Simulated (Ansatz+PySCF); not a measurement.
The numbers below are computed, except where a source is named.
Several solutions for quartet TiH

```xyz
2

Ti    0.0000    0.0000    0.0000
H     0.0000    0.0000    1.7790
```

Basis set: def2-SVP (spherical functions). Charge 0, multiplicity 4.

PBE0 (restricted open-shell) was run from several starts with Ansatz (development build ahead of 0.2.0) and PySCF 2.14.0.

| run | program | start | converged | energy (hartree) | <S²> |
| --- | --- | --- | --- | --- | --- |
| A | Ansatz | atomic start, no search | yes | -849.60742 | 3.75 |
| B | PySCF | program defaults | yes | -849.60742 | 3.75 |
| C | Ansatz | search for the lowest state | yes | -849.62606 | 3.75 |
| D | Ansatz | stability test followed | yes | -849.62606 | 3.75 |

Problem. Which runs reached the lowest solution of this kind, and what is wrong with the others?

Solution. C, D reached the lowest solution found. Converged but too high: A by 0.51 eV, B by 0.51 eV. Convergence only shows a stationary point, and even a stable one can lie too high; stability tests and further starts are what find lower ones.
